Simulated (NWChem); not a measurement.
System: C₅H₅, doublet; SMILES [C]1=CC=CC1

Here is an NWChem input.

```
start job
memory heap 200 mb stack 900 mb global 1100 mb
geometry units angstroms noautosym nocenter noautoz
  C     -1.232163    -0.122184     0.000000
  C     -0.443917    -1.204429     0.000000
  C      0.942056    -0.700878     0.000000
  C      0.945125     0.650570     0.000000
  C     -0.473972     1.154154     0.000000
  H     -0.736007    -2.255322     0.000000
  H      1.825857    -1.343083     0.000000
  H      1.821552     1.300750     0.000000
  H     -0.697606     1.776995    -0.884825
  H     -0.697606     1.776995     0.884825
end
basis spherical
  C library 6-31g*
  H library 6-31g*
end
dft
  odft
  mult 2
  xc pbe0
  iterations 150
end
cosmo
  dielec 46.7
end
task dft energy
```

Parts of the log:

```
             Northwest Computational Chemistry Package (NWChem) 7.3.0
             --------------------------------------------------------

                             Geometry "geometry" -> ""
                             -------------------------

 Output coordinates in angstroms (scale by  1.889725989 to convert to a.u.)

  No.       Tag          Charge          X              Y              Z
 ---- ---------------- ---------- -------------- -------------- --------------
    1 C                    6.0000    -1.23216300    -0.12218400     0.00000000
    2 C                    6.0000    -0.44391700    -1.20442900     0.00000000
    3 C                    6.0000     0.94205600    -0.70087800     0.00000000
    4 C                    6.0000     0.94512500     0.65057000     0.00000000
    5 C                    6.0000    -0.47397200     1.15415400     0.00000000
    6 H                    1.0000    -0.73600700    -2.25532200     0.00000000
    7 H                    1.0000     1.82585700    -1.34308300     0.00000000
    8 H                    1.0000     1.82155200     1.30075000     0.00000000
    9 H                    1.0000    -0.69760600     1.77699500    -0.88482500
   10 H                    1.0000    -0.69760600     1.77699500     0.88482500

 Effective nuclear repulsion energy (a.u.)     148.2062456763

                                 NWChem DFT Module
                                 -----------------

 Summary of "ao basis" -> "ao basis" (spherical)
 ------------------------------------------------------------------------------
       Tag                 Description            Shells   Functions and Types
 ---------------- ------------------------------  ------  ---------------------
 C                           6-31g*                  6       14   3s2p1d
 H                           6-31g*                  2        2   2s

 in cosmo_initialize ...

 solvent parameters
 solvname_short: unkn
 solvname_long:  unknown
 dielec:       46.7000

          ---------------
          -cosmo- solvent
          ---------------
 Cosmo: York-Karplus, doi: 10.1021/jp992097l
 dielectric constant -eps-     =  46.70
 screen = (eps-1)/(eps    )    =   0.97859
 surface charge correction     = lagrangian

   van der Waals surface
 --------------------------

[...]

                                   COSMO solvation results
                                   -----------------------

                 gas phase energy =      -193.170377141975
                 sol phase energy =      -193.174744476110
 (electrostatic) solvation energy =         0.004367334136 (    2.74 kcal/mol)

                    DFT Final Alpha Molecular Orbital Analysis
                    ------------------------------------------

 Vector   16  Occ=1.000000D+00  E=-3.174471D-01
              MO Center= -4.6D-02, -2.2D-01,  2.2D-09, r^2= 2.7D+00
   Bfn.  Coefficient  Atom+Function         Bfn.  Coefficient  Atom+Function
  ----- ------------  ---------------      ----- ------------  ---------------
    19      0.305252   2 C  pz               33      0.306087   3 C  pz
    37      0.211148   3 C  pz               23      0.205939   2 C  pz
    61     -0.198949   5 C  pz                5      0.192940   1 C  pz
    47      0.149355   4 C  pz               78      0.143612   9 H  s
    80     -0.143612  10 H  s                77      0.134979   9 H  s

 Vector   17  Occ=1.000000D+00  E=-2.715933D-01
              MO Center= -1.1D+00, -1.3D-01,  2.0D-10, r^2= 2.0D+00
   Bfn.  Coefficient  Atom+Function         Bfn.  Coefficient  Atom+Function
  ----- ------------  ---------------      ----- ------------  ---------------
     3      0.526751   1 C  px                7      0.405676   1 C  px
     6     -0.270391   1 C  s                31      0.168446   3 C  px
    59     -0.164287   5 C  px               17     -0.160416   2 C  px
    45      0.150887   4 C  px               34     -0.123534   3 C  s
    48     -0.124109   4 C  s                 2     -0.109561   1 C  s

 Vector   18  Occ=1.000000D+00  E=-2.371869D-01
              MO Center=  7.1D-03, -1.1D-01, -1.2D-11, r^2= 2.5D+00
   Bfn.  Coefficient  Atom+Function         Bfn.  Coefficient  Atom+Function
  ----- ------------  ---------------      ----- ------------  ---------------
     5      0.365912   1 C  pz               47     -0.335736   4 C  pz
     9      0.280259   1 C  pz               51     -0.269194   4 C  pz
    33     -0.262576   3 C  pz               19      0.209130   2 C  pz
    37     -0.204297   3 C  pz               23      0.159578   2 C  pz

 Vector   19  Occ=0.000000D+00  E=-1.614544D-02
              MO Center= -4.4D-02,  4.1D-02, -7.3D-10, r^2= 3.1D+00
   Bfn.  Coefficient  Atom+Function         Bfn.  Coefficient  Atom+Function
  ----- ------------  ---------------      ----- ------------  ---------------
    51      0.435678   4 C  pz                9      0.402727   1 C  pz
    47      0.341509   4 C  pz                5      0.332671   1 C  pz
    23     -0.322165   2 C  pz               37     -0.291221   3 C  pz
    78      0.285992   9 H  s                80     -0.285992  10 H  s
    19     -0.249402   2 C  pz               33     -0.223476   3 C  pz

 Vector   20  Occ=0.000000D+00  E= 8.679350D-02
              MO Center=  1.4D-01, -5.4D-01, -9.6D-11, r^2= 2.8D+00
   Bfn.  Coefficient  Atom+Function         Bfn.  Coefficient  Atom+Function
  ----- ------------  ---------------      ----- ------------  ---------------
    23      0.653918   2 C  pz               37     -0.646449   3 C  pz
    51      0.463893   4 C  pz                9     -0.420084   1 C  pz
    19      0.377666   2 C  pz               33     -0.374466   3 C  pz
    47      0.248652   4 C  pz                5     -0.243406   1 C  pz
    69     -0.027171   5 C  d  1             53      0.025161   4 C  d -1

[...]
```

Level: PBE0/6-31G* (spherical d), spin-unrestricted, COSMO on the gas-phase geometry. In the optimisation the excess spin sits in a' (Cs, its own frame). Geometry: optimised at PBE0/def2-SVP, spin-unrestricted. Not confirmed as a minimum by frequencies. No stability test was run on the SCF state. COSMO prints the solvation energy as gas minus solution, so a positive value is a stabilisation.
